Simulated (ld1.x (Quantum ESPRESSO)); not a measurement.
Transferability test, TM potential for K (Z = 19)

- Element: potassium
- Generator: ld1.x (Quantum ESPRESSO) 7.5
- Type: norm-conserving Troullier–Martins (Kleinman–Bylander form)
- Functional: PBE
- Relativity: fully relativistic
- Frozen core: [Ne]
- Valence charge: 9
- Reference configuration: 3s2 3p6 4s1 4p0
- Partial waves: 3p (bound): rc 1.65 bohr; 3d channel at -0.15 Ry: rc 1.65 bohr; 4f channel at 0.45 Ry: rc 1.68 bohr; 3s (bound): rc 2.00 bohr
- Local potential: the s channel
- Core correction: full core density, not smoothed (it rises at the typed radius of 1.65 bohr, so ld1.x skipped the fit)

Open shells are filled in proportion to 2j + 1 (rel_dist='average').

Occupied shells without a wave of their own: 4s. They enter only through the test configuration that unscreens the potential, and ld1.x also counts them in the model core charge.

Energies are relative to the spin-unpolarised reference configuration 3s2 3p6 4s1 4p0; without spin polarisation the order of configurations can differ from experiment.

ld1.x takes every shell without a wave as core, so the model core holds the 4s electrons as well and exchange and correlation see them twice. This cancels in the reference configuration, but the file is broken for other ones, and its errors say nothing about a proper core correction.

```tsv
valence configuration	charge	ΔE all-electron (eV)	error AE − PS (meV)
3s2 3p6 4s0 4p0	+1	4.314	-513
3s2 3p6 4s0.5 4p0	+0.5	1.641	-173
3s2 3p6 4s0 4p1	0	1.553	-247
3s2 3p5 4s1 4p0	+1	24.931	+130
3s1 3p6 4s1 4p0	+1	41.994	+60
```

Levels in the configuration 3s2 3p6 4s0 4p1:

| level | all-electron (eV) | pseudo (eV) |
| --- | --- | --- |
| 3s j=1/2 | -36.819 | -36.991 |
| 3p j=1/2 | -20.448 | -20.598 |
| 3p j=3/2 | -20.181 | -20.330 |
| 4p j=1/2 | -1.393 | -1.394 |
| 4p j=3/2 | -1.385 | -1.384 |
